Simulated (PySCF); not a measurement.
Identify the unknown among the candidates.

All candidates are C2H15NSi4.

* 1H NMR: chemical shifts (computed TMS as zero) by class: 5.05 (2 H), 3.55 (6 H), 3.43 (1 H), 2.63 (6 H) ppm [GIAO PBE0/pcSseg-1]
* Rotational structure: rotational constants A, B, C: 1.561, 0.657, 0.514 GHz [GFN2-xTB]
* Dipole: 1.35 D [PBE0/pcSseg-1]
* NMR, other nuclei: isotropic shieldings of nuclei other than C and H, by class: 256 (1 N), 383 (1 Si), 463 (2 Si), 496 (1 Si) ppm [GIAO PBE0/pcSseg-1]
* 13C NMR: chemical shifts (computed TMS as zero) by class: 43.7 (2 C) ppm [GIAO PBE0/pcSseg-1]

Electronic properties: PySCF, gas phase, density fitting. Levels stand in brackets. Isolated species at its GFN2-xTB geometry (one conformer only). NMR classes are plain means over equivalent atoms (diastereotopic ones count apart unless rotation or inversion swaps them), as if these changed places fast.

Question: Which candidate is it?
A. `N[Si@H](C[SiH3])C[SiH2][SiH3]`
B. `CN(C)[Si@H]([SiH3])[SiH2][SiH3]`
C. `C[SiH2][SiH](N[SiH3])[SiH2]C`
D. `CN[SiH2][Si](C)([SiH3])[SiH3]`
E. `CN(C)[SiH2][SiH]([SiH3])[SiH3]`

Answer: E. It is `CN(C)[SiH2][SiH]([SiH3])[SiH3]`. Numbering: `[CH3:1][N:2]([CH3:3])[SiH2:4][SiH:5]([SiH3:6])[SiH3:7]`. Its formula, C2H15NSi4, gives 0 degrees of unsaturation, so no ring and no π bond. 2 carbons fall into 1 class: N-methyl carbon [C1/C3] (43.7 ppm, 2 C, up to 3.1 ppm apart in this geometry). Hydrogen classes from least to most shielded: 2 H on an SiH2 silicon, Si4 (5.05 ppm), 6 H on 2 SiH3 silicons, Si6/Si7 (3.55 ppm), 1 H on an SiH silicon, Si5 (3.43 ppm), 6 H on 2 N-methyl carbons, C1/C3 (2.63 ppm). The other shieldings belong to: 256 ppm, silicon-bound nitrogen [N2]; 383 ppm, SiH2 silicon [Si4]; 463 ppm, SiH3 silicon [Si6/Si7]; 496 ppm, SiH silicon [Si5]. The optimised geometry has point group C1 and is an asymmetric top.

The others, at the same levels:
- `CN[SiH2][Si](C)([SiH3])[SiH3]` fails: it has 2 carbon classes against 1; its computed 13C shifts are 36.2 (1 C), -7.6 (1 C) ppm, 1H shifts are 5.04 (2 H), 3.56 (6 H), 2.80 (3 H), 0.20 (3 H), -0.73 (1 H) ppm and rotational constant A is 1.216 GHz (against 1.561 GHz).
- `N[Si@H](C[SiH3])C[SiH2][SiH3]` fails: it has 2 carbon classes against 1; its computed 13C shifts are 1.0 (1 C), -6.5 (1 C) ppm, 1H shifts are 4.79 (1 H), 4.24 (1 H), 4.07 (1 H), 3.89 (3 H), 3.45 (3 H), 0.22 (2 H), 0.08 (1 H), -0.05 (1 H), -0.17 (1 H), -0.29 (1 H) ppm and rotational constant A is 2.465 GHz (against 1.561 GHz).
- `C[SiH2][SiH](N[SiH3])[SiH2]C` fails: its computed 13C shifts are -10.2 (2 C) ppm, 1H shifts are 5.52 (1 H), 4.68 (3 H), 4.12 (2 H), 3.99 (2 H), 0.14 (6 H), -1.15 (1 H) ppm and rotational constant A is 1.191 GHz (against 1.561 GHz).
- `CN(C)[Si@H]([SiH3])[SiH2][SiH3]` fails: its computed 1H shifts are 5.36 (1 H), 3.55 (3 H), 3.54 (1 H), 3.39 (3 H), 3.22 (1 H), 2.48 (6 H) ppm and rotational constant A is 1.486 GHz (against 1.561 GHz).

Each candidate is one conformer, not necessarily the lowest. The conformers computed, where there is a choice (atom-mapped SMILES and torsion angles):
- `[CH3:1][N:2]([CH3:3])[SiH2:4][SiH:5]([SiH3:6])[SiH3:7]`: C1–N2–Si4–Si5 -156°, N2–Si4–Si5–Si6 36°
- `[CH3:1][NH:2][SiH2:3][Si:4]([CH3:5])([SiH3:6])[SiH3:7]`: C1–N2–Si3–Si4 174°, N2–Si3–Si4–C5 171°
- `[NH2:1][Si@H:2]([CH2:3][SiH3:4])[CH2:5][SiH2:6][SiH3:7]`: N1–Si2–C3–Si4 178°, N1–Si2–C5–Si6 -53°, Si2–C5–Si6–Si7 68°, H–N1–Si2–C3 73°, H–N1–Si2–C3 -64°
- `[CH3:1][SiH2:2][SiH:3]([NH:4][SiH3:5])[SiH2:6][CH3:7]`: C1–Si2–Si3–N4 31°, Si2–Si3–N4–Si5 61°, Si2–Si3–Si6–C7 44°
- `[CH3:1][N:2]([CH3:3])[Si@H:4]([SiH3:5])[SiH2:6][SiH3:7]`: C1–N2–Si4–Si5 -75°, N2–Si4–Si6–Si7 -34°
